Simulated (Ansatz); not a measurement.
Sn21H32⁺, a nanocrystal cut from cubic tin. Charge 1, multiplicity 2. Geometry PBE-D4/def2-SVP, that of the neutral singlet; atoms count from 1.

Cartesian coordinates in Å:
```
Sn -4.364 3.485 1.453
Sn 3.024 2.235 4.280
Sn 2.572 -2.340 3.219
Sn -0.943 0.517 2.338
Sn -0.651 3.425 -1.219
Sn 2.798 0.515 -0.343
Sn -1.183 -1.080 -2.016
Sn -4.605 1.881 -2.921
Sn 2.330 -3.954 -1.182
Sn 2.513 -1.159 -4.981
Sn 0.249 2.535 3.911
Sn -3.729 0.948 2.491
Sn -3.446 3.779 -1.194
Sn -0.222 -2.002 3.383
Sn 3.756 -0.411 4.904
Sn 3.479 -2.061 0.563
Sn -3.984 -0.749 -2.138
Sn -0.476 -3.703 -1.256
Sn -0.007 0.833 -0.306
Sn -0.222 -0.595 -4.626
Sn 3.277 -3.606 -3.818
H -6.074 3.784 1.541
H -3.585 4.683 2.440
H 3.554 3.279 5.568
H 3.855 2.734 2.841
H 3.001 -3.929 3.798
H 0.123 4.601 -0.199
H -0.022 3.640 -2.826
H 3.532 1.729 0.660
H 3.388 0.767 -1.958
H -6.324 2.113 -3.017
H -3.967 2.131 -4.518
H 2.758 -5.557 -0.640
H 3.460 0.121 -4.292
H 2.877 -1.211 -6.681
H -0.509 2.542 5.477
H -0.084 4.084 3.193
H -4.208 0.865 4.161
H -4.597 -0.292 1.642
H -3.851 5.378 -1.758
H -0.704 -2.067 5.054
H -1.071 -3.267 2.551
H 3.259 -0.740 6.537
H 5.487 -0.562 4.867
H 5.213 -2.258 0.541
H -4.720 -1.118 -0.610
H -4.621 -1.871 -3.304
H -1.197 -4.103 0.272
H -1.114 -4.811 -2.436
H -0.539 1.063 -5.046
H -1.130 -1.572 -5.744
H 5.007 -3.758 -3.860
H 2.638 -4.893 -4.797
```

In the def2 sets Sn takes a core potential; there is no spin–orbit coupling. Single mean-field runs in def2-TZVP are fitted with def2-universal-jkfit.

Question: Estimate the Mulliken populations of the heavy atoms from the PBE0/def2-TZVP orbitals of Ansatz.

Answer: 
| atom | charge (e) | spin (α − β) |
| --- | --- | --- |
| Sn1 | 0.06 | 0.02 |
| Sn2 | 0.06 | 0.00 |
| Sn3 | 0.03 | 0.02 |
| Sn4 | 0.07 | 0.03 |
| Sn5 | 0.06 | 0.13 |
| Sn6 | 0.09 | 0.14 |
| Sn7 | 0.07 | 0.03 |
| Sn8 | 0.06 | 0.02 |
| Sn9 | 0.03 | 0.02 |
| Sn10 | 0.06 | 0.00 |
| Sn11 | 0.05 | 0.00 |
| Sn12 | 0.06 | 0.08 |
| Sn13 | 0.03 | 0.04 |
| Sn14 | 0.04 | 0.06 |
| Sn15 | 0.06 | 0.00 |
| Sn16 | 0.02 | 0.04 |
| Sn17 | 0.06 | 0.08 |
| Sn18 | 0.04 | 0.06 |
| Sn19 | 0.06 | 0.07 |
| Sn20 | 0.05 | 0.00 |
| Sn21 | 0.06 | 0.00 |
Mulliken values depend strongly on the basis.

Question: Where does the spin sit?

Answer: Summed by element: Sn 0.85, H 0.15, of 1 unpaired in all. Largest on single atoms: Sn6 0.14, Sn5 0.13, Sn12 0.08.

Question: And the Mayer bond orders between heavy atoms (over 0.3)?

Answer: Sn1–Sn12 0.84 (2.81 Å); Sn1–Sn13 0.87 (2.82 Å); Sn2–Sn11 0.85 (2.82 Å); Sn2–Sn15 0.87 (2.82 Å); Sn3–Sn14 0.83 (2.82 Å); Sn3–Sn15 0.85 (2.82 Å); Sn3–Sn16 0.85 (2.82 Å); Sn4–Sn11 0.84 (2.82 Å); Sn4–Sn12 0.76 (2.82 Å); Sn4–Sn14 0.78 (2.82 Å); Sn4–Sn19 0.82 (2.82 Å); Sn5–Sn13 0.80 (2.82 Å); Sn5–Sn19 0.74 (2.82 Å); Sn6–Sn16 0.81 (2.81 Å); Sn6–Sn19 0.74 (2.82 Å); Sn7–Sn17 0.76 (2.82 Å); Sn7–Sn18 0.78 (2.82 Å); Sn7–Sn19 0.82 (2.82 Å); Sn7–Sn20 0.84 (2.82 Å); Sn8–Sn13 0.87 (2.82 Å); Sn8–Sn17 0.84 (2.81 Å); Sn9–Sn16 0.85 (2.82 Å); Sn9–Sn18 0.83 (2.82 Å); Sn9–Sn21 0.85 (2.82 Å); Sn10–Sn20 0.85 (2.82 Å); Sn10–Sn21 0.87 (2.82 Å).
